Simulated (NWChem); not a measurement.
System: CdGeH₃F; SMILES [Cd]([GeH3])[F]

Input file for NWChem:

```
start job
memory heap 200 mb stack 900 mb global 1100 mb
geometry units angstroms noautosym nocenter noautoz
  Cd    -0.493282     0.694208    -0.003637
  F     -0.684053     2.629907    -0.004177
  Ge    -0.248372    -1.796173    -0.002967
  H      0.068357    -2.315072    -1.418554
  H      0.892357    -2.233889     0.935515
  H     -1.548045    -2.471659     0.474767
end
basis spherical
  * library def2-svp
end
ecp
  Cd library def2-ecp
end
dft
  xc b3lyp
  iterations 150
  vectors input atomic output neutral.movecs
end
task dft energy
charge 1
dft
  odft
  mult 2
  vectors input atomic output cation.movecs
end
task dft energy
```

Coordinates come from a PBE0/def2-SVP optimisation. No frequency run checked for a minimum. def2 effective core potentials on Cd; no spin-orbit coupling.

Ions are spin-unrestricted doublets at the neutral geometry; other ion states weren't tried.

Task: Give the results of this calculation. (B3LYP/def2-SVP with def2 effective core potentials on Cd, vertical spin-unrestricted ions.) Quantities: vertical ionisation energy, ΔSCF (eV); −ε(HOMO) (eV).

Result: The vertical ionisation energy, ΔSCF (eV) is 10.30 and the −ε(HOMO) (eV) comes out as 7.94.
